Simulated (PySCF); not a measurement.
Some computed properties have been withheld. Give your best values.

Compound: (BeO)3 ring, Be₃O₃.
Geometry (PBE0-D3(BJ)/def2-SVP, Å), atoms numbered from 1 in this order:
```
atom  x, y, z in Å
Be1   -1.2810   -0.1262    0.0269
O2    -0.6807   -1.3427   -0.5350
Be3    0.7345   -0.9584   -0.4590
O4     1.5888    0.1566   -0.0312
Be5    0.5481    1.0827    0.4314
O6    -0.9097    1.1880    0.5668
```

```json
{"property": "point group", "level": "PBE0-D3(BJ)/def2-SVP", "value": "?"}
{"property": "rotational constants A, B, C", "level": "PBE0-D3(BJ)/def2-SVP", "value": "6.046, 6.024, 3.017 GHz"}
{"property": "dipole moment", "level": "PBE0/def2-SVPD", "value": "0.00 D by symmetry (numerical residue 0.03 D)"}
{"property": "HOMO energy", "level": "PBE0/def2-SVPD", "value": "-8.74 eV"}
{"property": "LUMO energy", "level": "PBE0/def2-SVPD", "value": "?"}
{"property": "lowest singlet excitation", "level": "TDDFT PBE0/def2-SVPD", "value": "?"}
{"property": "strongest line among the 10 lowest singlet transitions", "level": "TDDFT PBE0/def2-SVPD", "value": "S6/S7/S8 at 7.10 eV (175 nm, f = 0.126 summed over these states)"}
{"property": "lowest triplet excitation (Tamm–Dancoff)", "level": "TDA PBE0/def2-SVPD", "value": "?"}
{"property": "static isotropic polarisability", "level": "PBE0/def2-SVPD", "value": "?"}
{"property": "vertical electron affinity", "level": "ΔSCF PBE0/def2-SVPD", "value": "0.23 eV"}
{"property": "electronic spatial extent ⟨r²⟩ about the centre of nuclear charge", "level": "PBE0/def2-SVPD", "value": "357 bohr²"}
{"property": "isotropic shieldings of nuclei other than C and H, by class", "level": "GIAO B3LYP/pcSseg-1", "value": "99 (Be1/Be3/Be5), 231 (O2/O4/O6) ppm"}
{"property": "core binding energies", "level": "ΔSCF SCAN, pcX-2 on the ionised atom, pcseg-1 elsewhere, spin-free X2C", "value": "?"}
```

The electronic properties come from PySCF, for the isolated species, density fitting.

The lowest singlet excitation?

5.86 eV (212 nm, f = 0.000 summed over 2 states within 0.01 eV).

Give the point group.

D3h.

The static isotropic polarisability?

40.1 au.

The core binding energies?

Be1s 121.1 (Be1/Be3/Be5), O1s 537.0 (O2/O4/O6) eV.

Give the LUMO energy.

-1.48 eV.

The lowest triplet excitation (Tamm–Dancoff)?

5.67 eV.

The rotational constants are those of an oblate symmetric top; the small spread among constants that symmetry makes equal is optimisation noise. Point group D3h forbids a permanent dipole, so the rigid molecule has no electric-dipole pure rotational spectrum. The principal polarisabilities are 34.4, 43.0 and 43.0 au; their mean is the isotropic value. The polarisability is 5.95 Å³ as a volume (1 au = 0.148185 Å³), or 1.12 au for each of the 36 electrons. The 10 singlets span 5.86 to 7.62 eV, and their oscillator strengths add up to 0.14. No computed singlet falls in the visible range (750 to 380 nm, 1.65 to 3.26 eV); S1 lies 2.60 eV above its blue end.

One conformer stands for the species.
